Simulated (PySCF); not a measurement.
SnHF2Cl, SMILES [F][SnH]([F])[Cl]. Geometry optimised at r2SCAN-D4/def2-SVP. The def2 effective core potentials stand for the cores of Sn; spin–orbit coupling is left out.

Calculation: r2SCAN-D4/def2-SVP run with PySCF.

Harmonic wavenumbers (cm⁻¹): 134, 157, 180, 395, 535, 540, 651, 661, 1982. Rotational constants (GHz): 4.341, 2.286, 1.813; symmetry number 1.

Question: Work out the zero-point energy and the ideal-gas rigid-rotor harmonic-oscillator thermochemistry at 298.15 K and 1 atm.

Answer: ZPE = ½ Σ hcν = ½ × 5233 cm⁻¹ = 31.30 kJ/mol. H − E(el) = 48.76 kJ/mol. Entropy in J/(mol K): translation 174.39, rotation 114.15, vibration 44.63, total 333.17. G − E(el) = -50.58 kJ/mol. Cp = 80.72 J/(mol K). Modes under 150 cm⁻¹ make the vibrational entropy uncertain.
